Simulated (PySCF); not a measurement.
Run record: geometry optimisation, `BOBC(=C)C`.

Method: PBE0-D3(BJ)/def2-SVP geometry optimisation, gas phase (PySCF 2.14.0). Start geometry: GFN2-xTB. The input is one job of a driver script: a line of settings, then coordinates in Å.

Command:
```bash
OMP_NUM_THREADS=1 python probes_run.py task.json out
```

Input:
```
{"job": {"xc": "PBE0", "basis": "def2-SVP", "d3": "d3bj", "grid": 1, "shake": 0.01, "kind": "geom"}, "charge": 0, "multiplicity": 1}
B      2.607410    -0.669850    -0.043490
O      1.630940     0.093900     0.417890
B      0.619240     0.806890     0.853310
C     -0.813960     0.388290     0.533090
C     -1.890760     1.081130     0.968930
C     -1.064670    -0.842600    -0.299700
H      3.054860    -0.409690    -1.110580
H      3.008290    -1.543060     0.590610
H      0.861310     1.776810     1.527780
H     -2.911650     0.806630     0.774330
H     -1.765590     1.970700     1.586330
H     -2.113320    -1.044160    -0.449590
H     -0.602170    -0.721610    -1.275160
H     -0.627090    -1.708470     0.198520
```

**Question.** What does the run print?

**Answer.** 
```
step   0  E = -243.62904855  max force = 0.036861
step   1  E = -243.63480133  max force = 0.010223
step   2  E = -243.63510568  max force = 0.002864
step   3  E = -243.63519819  max force = 0.002956
step   4  E = -243.63527284  max force = 0.001112
step   5  E = -243.63530314  max force = 0.001066
step   6  E = -243.63533115  max force = 0.000283
step   7  E = -243.63535615  max force = 0.000249
step   8  E = -243.63536747  max force = 0.000166
optimisation converged
```

Energies in Eh; «max force» is the largest Cartesian gradient component in Eh/bohr.

**Question.** Give the first gradient maximum in eV/Å.

**Answer.** With 1 Eh/bohr = 51.422 eV/Å, 1.895 eV/Å.

Summary of the converged run: final energy -243.63537 Eh after 8 steps; dipole 1.01 D.

**Question.** Give the final coordinates.

**Answer.** 0.071 Å rms from the input after alignment:
```
atom  x, y, z in Å
B1     2.4935   -0.7929   -0.4660
O2     1.4828   -0.0962    0.0477
B3     0.4342    0.5692    0.5607
C4    -1.0195    0.0899    0.2722
C5    -2.0193    0.8129    0.8082
C6    -1.2676   -1.1253   -0.5730
H7     2.9131   -0.4924   -1.5619
H8     2.9607   -1.7048    0.1802
H9     0.6624    1.5441    1.2433
H10   -3.0748    0.5557    0.6579
H11   -1.8108    1.6947    1.4223
H12   -2.3405   -1.3210   -0.7176
H13   -0.8025   -1.0187   -1.5669
H14   -0.8163   -2.0224   -0.1172
```

**Question.** Estimate the wall time. Hardware: Arm Neoverse V1, one thread (shared host). And the peak memory of the process?

**Answer.** About 47 s, with 0.51 GiB resident at the peak, the Python interpreter and its libraries included.
Labels such as C1 count atoms from 1, the log's own numbers from 0.
